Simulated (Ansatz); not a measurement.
Z-matrix (Å, degrees):
```
Si
P 1 2.229
Se 1 2.238 2 62.8
H 1 1.480 2 119.1 3 -107.6
H 1 1.480 2 117.9 3 108.8
O 2 1.653 1 99.5 3 -102.9
H 6 0.963 2 110.4 1 158.3
```

Charge 0, multiplicity 1.

Question: List the PBE/def2-TZVPP orbital energies in eV (Ansatz 0.2.0). (Best estimate.)

Answer: The calculation gave: Occupied: -12302.17, -2077.44, -1780.28, -1562.15, -1402.92, -1402.91, -1402.86, -511.10, -205.13, -172.55, -150.44, -150.38, -150.23, -138.00, -124.08, -124.00, -123.90, -94.77, -94.72, -94.69, -53.54, -53.54, -53.42, -53.38, -53.35, -25.99, -18.21, -14.99, -12.80, -11.74, -10.03, -9.42, -8.86, -8.16, -6.68, -6.24, -5.79. Lowest empty: -1.66, -1.44, -1.24, -0.55, 0.21, 0.80, 1.59, 2.44.
